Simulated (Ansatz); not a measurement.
singlet silylene (H2Si), singlet, at a GFN2-xTB geometry; CCSD(T)/6-31G run with Ansatz (a first-principles code).

The Ansatz input:
Ansatz 0.2 input:
```yaml
crystal:
  periodic: [false, false, false]
  atoms:
    - {symbol: Si, position_ang: [-0.00666824, -0.00277970, 0.12275926]}
    - {symbol: H, position_ang: [0.04778718, 1.13172388, -0.83406892]}
    - {symbol: H, position_ang: [0.04556812, -1.09280805, -0.88456070]}
basis:
  gaussian:
    orbitals: 6-31G
magnetization: {spin_polarized: false}
correlation: {method: ccsd_t, electrons: all}
```

Output, abridged:

```
Functional definition: HF
204 factors; integrals over basis functions are off by at most 2.0e-4 eV
mean field evaluation 1: about -7890.2475 eV, gradient 5.3e0 eV
mean field evaluation 2: about -7890.2481 eV, gradient 5.3e0 eV
mean field evaluation 4: about -7890.4359 eV, gradient 2.7e-1 eV
mean field evaluation 8: about -7890.4367 eV, gradient 4.3e-7 eV
mean field evaluation 16: about -7890.4367 eV, gradient 1.4e-6 eV
mean field -7890.43665224 eV, -289.9681986396 hartree, gradient 1.4e-6 eV, S^2 0.000000; 0 other end points of the search recorded, 0 dependent functions left out; unrestricted orbitals would lower it
reference -7890.43665224 eV, -289.9681986396 hartree; 8, 8 occupied and 9, 9 virtual orbitals, 204 factors
second order -1.26457897 eV of doubles, -0.00000000 eV of singles
cycle   1  -1.58676764 eV  change   -3.2e-1 eV  update   5.6e-2
cycle   2  -1.77366942 eV  change   -1.9e-1 eV  update   2.6e-2
cycle   3  -1.77879012 eV  change   -5.1e-3 eV  update   7.7e-3
cycle   4  -1.78144848 eV  change   -2.7e-3 eV  update   2.7e-3
cycle   5  -1.78064504 eV  change    8.0e-4 eV  update   8.7e-4
cycle   6  -1.78060129 eV  change    4.4e-5 eV  update   3.0e-4
cycle   7  -1.78068697 eV  change   -8.6e-5 eV  update   7.6e-5
cycle   8  -1.78065214 eV  change    3.5e-5 eV  update   1.6e-5
cycle   9  -1.78065271 eV  change   -5.7e-7 eV  update   3.2e-6
perturbative correction -0.01860051 eV, -0.0006835561 hartree
Total energy: -7892.23590546 eV, -290.0343199758 hartree
```
